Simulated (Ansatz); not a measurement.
The first iterations of a band of AlFH4O2 (8 atoms, charge 0, multiplicity 1).

All numbers below come from Ansatz, RKS PBE/def2-SVP.

```json
{
  "movable images": "7",
  "climbing image": "yes",
  "spring": "5.0 eV/Å²",
  "optimiser": "quadratic models (default)",
  "start path": "through a guess of the saddle point",
  "force threshold": "0.05 eV/Å",
  "iteration limit": "60",
  "end points": "relaxed"
}
```

First end point:

```xyz
8
Properties=species:S:1:pos:R:3
Al -0.182 -0.128 0.305
H -0.540 -0.953 1.617
O 1.508 0.081 -0.174
H 1.862 -0.182 -1.038
F -1.309 -0.097 -0.952
O 0.069 1.753 0.939
H 1.003 1.670 0.574
H 0.141 1.872 1.907
```

Last end point:

```xyz
8
Properties=species:S:1:pos:R:3
Al 0.151 0.583 -0.061
H -0.457 -0.475 1.814
O 1.682 -0.097 -0.413
H 1.764 -0.916 -0.926
F -1.250 -0.169 -0.592
O 0.041 2.160 0.601
H 0.833 2.712 0.692
H -0.212 0.218 2.062
```

| iteration | highest image above the first end (eV) | largest band force component (eV/Å) |
| --- | --- | --- |
| 1 | 5.933 | 36.553 |
| 2 | 2.078 | 3.799 |
| 3 | 1.062 | 2.741 |
| 4 | 0.823 | 0.965 |
| 5 | 0.747 | 1.759 |

Q: Does the band converge within its limit, and where does its top end?

A: It converged. It ended after 15 iterations with the highest image 0.674 eV above the first end. A vibrational analysis at the climbing image gives one clearly imaginary mode, 990i cm⁻¹: a first-order saddle point. The orbitals stay closed-shell, which can raise the energy where a bond breaks towards radicals; this wasn't checked here.

The run took 3.3 min on 1 thread of Arm Neoverse V2, on a shared host, peak memory 0.14 GiB.
